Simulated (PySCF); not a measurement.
Task: What does the PBE0-D3(BJ)/def2-SVP structure of `[O]=[Mo-2](=[O])(=[S])=[S]` ([MoO2S2]2-) look like in three dimensions? (Charge -2 and singlet state.)

Result: 
```
atom  x, y, z in Å
Mo1    0.076   -0.001    0.059
O2     0.084   -0.026    1.783
O3     1.714    0.011   -0.476
S4    -0.943    1.877   -0.653
S5    -0.931   -1.861   -0.712
```

Any rigid rotation of these coordinates is as good. Atoms count from 1 in this order. Mo1 (molybdenum bonded to 2 O and 2 S) is tetrahedral (angles from 107.8° to 112.2°).

Bonds between heavy atoms (Å): Mo1–O2 1.724, Mo1–O3 1.723, Mo1–S4 2.252, Mo1–S5 2.251.

The calculation used PBE0-D3(BJ)/def2-SVP geometry optimisation, gas phase, def2 core potentials past Kr in PySCF 2.14.0.

Point group: C2v (tolerance 0.08 Å). PBE0-D3(BJ)/def2-SVP frequencies: not computed here. Whether so highly charged an anion holds all its electrons in the gas phase wasn't checked; a finite basis holds them in any case. No counter-ion or solvent screens the charge of this multiply charged ion. The geometry's basis has no diffuse functions, a weakness for an anion.
